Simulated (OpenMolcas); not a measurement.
# Predicting a hybrid from its neighbours: ICl (iodine monochloride)

ICl has 2 atoms, charge 0, and is taken as a singlet. As SMILES, `ClI`. The shape is that of a PBE0-D4/def2-TZVP optimisation.

The vertical energy of the triplet above the singlet y, in eV, basis def2-TZVP with a core potential; a is the functional's share of exact exchange. Programs: OpenMolcas 26.06.

| functional | program | a | y (eV) |
| --- | --- | --- | --- |
| r2SCAN | OpenMolcas | 0 | 2.02 |
| PBE | OpenMolcas | 0 | 2.04 |
| B3LYP | OpenMolcas | 0.2 | 2.15 |
| PBE0 | OpenMolcas | 0.25 | ? |
| BHLYP | OpenMolcas | 0.5 | 2.23 |

**Question.** Fit y = c + s·a to the known rows and predict PBE0.

**Answer.** 
1. Means of the 4 rows: a = 0.1750, y = 2.110.
2. Σ(Δa)² = 0.1675, Σ(Δa·Δy) = 0.068, so the slope is 0.068/0.1675 = 0.40597.
3. Intercept: 2.110 − (0.40597) × 0.1750 = 2.039. The largest residual of the fit is 0.030.
4. PBE0: 2.039 + (0.40597) × 0.25 = 2.14 eV.

The run gave 2.13 eV, so the prediction is off by +0.01 eV, within the scatter of the fit. Spin-orbit coupling is left out.
